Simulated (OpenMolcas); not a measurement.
# Cu2+, Ag2+, Au2+: d⁹ down the group

```
Program             : OpenMolcas 26.06
Method              : MS-CASPT2, IPEA 0.25 Eh, imaginary shift 0.1 Eh
Basis               : ANO-R2
Scalar Hamiltonian  : X2C, finite nucleus
Spin-orbit coupling : RASSI with atomic mean-field integrals over the reference wave functions, term energies averaged over their components
```

Active space for each ion: 9 electrons in 6 orbitals (d s); closed shells correlated by CASPT2: Cu2+ 3s 3p; Ag2+ 4s 4p; Au2+ 5s 5p.

Computed levels in cm-1 above ²D_5/2:

| Level | Cu2+ | Ag2+ | Au2+ |
| --- | --- | --- | --- |
| ²D_3/2 | 2200 | 4640 | 13160 |
| weight of ²D in the lowest level (%) | 100 | 100 | 100 |

Measured, with the error of the calculation in %. Measured levels: Cu2+ from Sugar and Musgrove, J. Phys. Chem. Ref. Data 19, 527 (1990); Ag2+ from Moore, Atomic Energy Levels, vol. III, NSRDS-NBS 35 (1971 reprint of NBS Circular 467, 1958); Au2+ from Iglesias, J. Res. Natl. Bur. Stand. 64A, 481 (1960).

| Level | Cu2+ | Ag2+ | Au2+ |
| --- | --- | --- | --- |
| ²D_3/2 | 2072 (+6.4) | 4607 (+0.7) | 12694 (+3.6) |

The fine-structure level ²D_3/2 changes by a factor of 5.98 from Cu2+ to Au2+.

Term energies are means over components that CASPT2 splits; among the terms shown or strongly mixed into the levels shown the widest spread is 53 cm-1 (5d⁹ ²D, Au2+). Measured partners are found by configuration, term and J. A level has none where our copy of the source lacks it or the pairing is in doubt (some pairs that miss far off the trend of their configuration count as doubtful), and it then counts in no deviation. Levels of configurations outside the active space are missing.
